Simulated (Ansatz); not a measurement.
Abridged output of a molecular run in Ansatz:

```
Functional definition: HF
623 factors; integrals over basis functions are off by at most 1.2e-3 eV
mean field evaluation 1: about -61887.6590 eV, gradient 2.6e1 eV
mean field evaluation 2: about -61887.6810 eV, gradient 2.6e1 eV
mean field evaluation 4: about -61890.4093 eV, gradient 1.9e0 eV
mean field evaluation 8: about -61890.4719 eV, gradient 3.4e-1 eV
mean field evaluation 16: about -61890.4743 eV, gradient 2.4e-6 eV
mean field -61890.47426785 eV, -2274.4329784735 hartree, gradient 2.4e-6 eV, S^2 0.757664; 0 other end points of the search recorded, 0 dependent functions left out
11 core orbitals not correlated: weight in the atoms' cores, before any rotation towards them, 1.000 or more for the frozen orbitals, at most 0.000 for the correlated occupied ones
reference -61890.47426785 eV, -2274.4329784735 hartree; 15, 14 occupied and 39, 40 virtual orbitals, 623 factors
second order -15.85140340 eV of doubles, -0.00000000 eV of singles
cycle   1  -15.39843743 eV  change    4.5e-1 eV  update   1.0e-1
cycle   2  -15.80650694 eV  change   -4.1e-1 eV  update   3.1e-2
cycle   3  -15.91263713 eV  change   -1.1e-1 eV  update   1.8e-2
cycle   4  -15.90491718 eV  change    7.7e-3 eV  update   5.2e-3
cycle   5  -15.90204949 eV  change    2.9e-3 eV  update   2.7e-3
cycle   6  -15.90327659 eV  change   -1.2e-3 eV  update   9.9e-4
cycle   7  -15.90335714 eV  change   -8.1e-5 eV  update   4.5e-4
cycle   8  -15.90340122 eV  change   -4.4e-5 eV  update   1.5e-4
cycle   9  -15.90344460 eV  change   -4.3e-5 eV  update   6.9e-5
cycle  10  -15.90342640 eV  change    1.8e-5 eV  update   2.6e-5
perturbative correction -0.31561760 eV, -0.0115987329 hartree
Total energy: -61906.69331185 eV, -2275.0290173468 hartree
Checks for a lower state left out: cluster_reference
```

Its atoms:

Z-matrix (Å, degrees):
```
Ge
F 1 1.732
F 1 1.732 2 103.8
H 1 1.564 2 107.0 3 112.9
```

Problem. Which basis set was used?
A. cc-pV(T+d)Z
B. def2-QZVPP
C. def2-TZVPPD
D. def2-SVP

Solution. D. It gives 65 functions.

Problem. Write the keys of the input that set method, charge and spin (a neutral closed shell needs none for the last two).

Solution. 
```yaml
magnetization: {spin_polarized: true, initial_magnetization: 1}
correlation: {method: ccsd_t}
scf: {omitted_lower_state_checks: [cluster_reference]}
```
